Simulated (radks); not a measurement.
The numbers below are computed, except where a source is named.
Problem. These are the eigenvalues of the occupied orbitals of an atom or ion with whole-number occupations (eV). Code: a radial shooting solver on a logarithmic mesh with Libxc functionals. Model: scalar-relativistic Kohn-Sham, Slater X-alpha with alpha = 0.667, spin-polarised, spherical densities, finite nucleus; Fermi nuclear charge, rms radius of each element as measured or else 0.836 A^(1/3) + 0.57 fm.

orbital  eigenvalue
1s        -37226.88
2s        -5893.941
2p        -5289.365
3s        -1251.987
3p        -1058.100
3d        -775.5758
4s        -253.9697
4p        -191.3662
4d        -100.4299
5s         -44.6937
5p         -29.6234

Which element is it, and in what charge state? The configuration may be excited. Open shells, if any, are filled with parallel spins first.

Solution. Z = 56, barium, charge +2: Ba2+ in [Xe]. The list shows which subshells hold electrons but not how many an open one holds; the 1s level, -1368.1 hartree, gives Z - s = 52.3 by -(Z - s)^2/2, which with screening and relativity narrows Z to a few neighbours, and the depths of the outer levels then fix element, charge and occupations together.
